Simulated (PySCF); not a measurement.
Two species compared at the same levels of theory.

First species: C₇H₁₂ClFO.
Geometry (GFN2-xTB, Å), atoms numbered from 1 in this order:
```xyz
22
C7H12ClFO angstrom
C      2.2311    0.0705    0.5535
C      1.2798   -0.0175   -0.6385
C      0.3466    1.1954   -0.7192
C     -0.7332    1.2655    0.3659
C     -1.8736    0.2794    0.1402
F     -2.2460    0.2899   -1.1818
Cl    -3.3253    0.8382    1.0428
C     -1.5764   -1.1736    0.5613
O     -0.2214   -1.4943    0.6201
C      0.5026   -1.3406   -0.5885
H      2.7318    1.0354    0.5741
H      1.6875   -0.0678    1.4836
H      2.9867   -0.7086    0.4879
H      1.8749   -0.0297   -1.5585
H      0.9539    2.0992   -0.6425
H     -0.1409    1.2105   -1.6962
H     -1.1557    2.2720    0.3626
H     -0.3115    1.0709    1.3513
H     -2.1146   -1.8346   -0.1362
H     -1.9543   -1.3442    1.5720
H      1.2143   -2.1721   -0.6168
H     -0.1665   -1.4244   -1.4523
```

Second species: C₇H₁₀OSSi.
InChI=1S/C7H10OSSi/c1-3-7-4-6(9-2)5-8-10-7/h1,4,7H,5,10H2,2H3/t7-/m1/s1

Levels: PBE0/pcSseg-1 for HOMO energy, LUMO energy and HOMO–LUMO gap. Geometries: GFN2-xTB. Each species is one conformer at its optimised geometry, gas phase, non-relativistic unless stated. Electronic properties by PySCF.

Values for the first species:

| Property | Result |
| --- | --- |
| HOMO energy | -7.72 eV |
| LUMO energy | 0.41 eV |
| HOMO–LUMO gap | 8.13 eV |

Q: Estimate the same properties for the second species, and the change in each.

A: 
```tsv
property	first	second	second less first
HOMO energy	-7.72 eV	-6.21 eV	+1.51 eV
LUMO energy	0.41 eV	-0.03 eV	-0.44 eV
HOMO–LUMO gap	8.13 eV	6.18 eV	-1.95 eV
```

